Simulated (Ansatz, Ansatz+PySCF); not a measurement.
```yaml
atoms:
  - { symbol: H, position_ang: [0.0000, 0.0000, -1.6993] }
  - { symbol: Cl, position_ang: [0.0000, 0.0000, 0.1000] }
```

Basis set: 6-31G (spherical functions). Frozen core: 5 orbitals. Charge 0, multiplicity 1.

Computed with Ansatz (development build ahead of 0.2.0); each method stands on the lowest determinant of its kind that the runs found. Restricted open shells among the atoms or ions are ROHF, correlated in semicanonical orbitals with singles.

The atomization energy at this shape (free ground-state atoms in the same class of orbitals less the molecule, no zero-point energy) of singlet HCl:

| method | atomization energy |
| --- | --- |
| PBE0 (unrestricted) | 2.40 eV |
| RHF-CCSD(T) | 2.14 eV |
| RHF-MP2 | 1.82 eV |
| UHF-MP2 | 1.51 eV |
| UHF | 0.94 eV |

Task: What does RHF give?

Result: 0.86 eV. Caution for RHF-CCSD(T), RHF-MP2, UHF-MP2: bonds are stretched, where a single reference can fail. Caution for UHF-MP2: another reference gives a lower total. Caution for UHF-MP2, UHF: the unrestricted determinant is spin contaminated.

This basis has no polarisation functions and is too small for such energies, which can lie far from measured ones in either direction.
